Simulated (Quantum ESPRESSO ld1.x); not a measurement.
Coulomb parameter of the 5d shell of neutral iridium in the model configuration [Xe] 4f14 5d5 6s2 6p2, as a second difference U = [E(n + 0.25) + E(n - 0.25) - 2 E(n)] / (0.25)^2 with all orbitals relaxed. "Bare": the charge of the atom changes with n. "Screened": the 6p shell takes up the change at fixed total charge, which measures U(5d,5d) + U(6p,6p) - 2 U(5d,6p). All-electron calculation, Dirac Kohn-Sham, PBEsol, spin-unpolarised, spherical densities, point nucleus; open shells are shared between the two j in proportion to 2j + 1. Program: ld1.x of Quantum ESPRESSO 7.5. Estimate both.

Answer. U(bare) = 9.733 eV, U(screened by 6p) = 2.469 eV, against the Slater integral F0(5d,5d) = 15.427 eV with frozen orbitals. The step up makes a negative ion, whose loosely bound charge lowers the bare value.
